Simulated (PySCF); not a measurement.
Compound: [BF3(PMe3)], C3H9BF3P.
Numbering: `[CH3:1][P+:2]([CH3:3])([CH3:4])[B-:5]([F:6])([F:7])[F:8]` (hydrogens: H9, H10, H11 on C1; H12, H13, H14 on C3; H15, H16, H17 on C4)

Method: PySCF 2.14.0, PBE0-D3(BJ)/def2-SVP geometry optimisation, gas phase.

What internal coordinates does the optimisation give?

```
                  bond  length (pm)
   C1–P2, P2–C3, P2–C4        181.5
                 P2–B5        205.7
   B5–F6, B5–F7, B5–F8        137.4
C1–H9 and 8 like bonds        110.0
```

Bonds in one row agree within 1 pm and their mean is given. A selection of angles:
```
     angle  degrees
  P2–C1–H9    112.4
 P2–C1–H10    108.3
 H9–C1–H10    109.8
H10–C1–H11    108.0
  C1–P2–C3    106.8
  C1–P2–B5    111.5
  C3–P2–B5    112.7
  P2–B5–F6    104.3
  P2–B5–F7    105.0
  F6–B5–F7    114.0
```

Torsions: C1–P2–B5–F6 57° (synclinal). The mirror-image conformer, all signs reversed, is as good.

All 3 C–P bonds measure 1.815 Å. P2 (phosphorus bonded to B and 3 C) is tetrahedral (angles from 106.7° to 112.7°). All 3 B–F bonds measure 1.373 to 1.374 Å. B5 (four-coordinate boron) is distorted tetrahedral (angles from 104.1° to 114.0°).

Point group: near C3v, missed by 0.13 Å at most; the miss may be what the optimiser left on a soft mode (C3 holds within 0.08 Å). No PBE0-D3(BJ)/def2-SVP frequencies stand behind this structure, so it isn't proved a minimum.
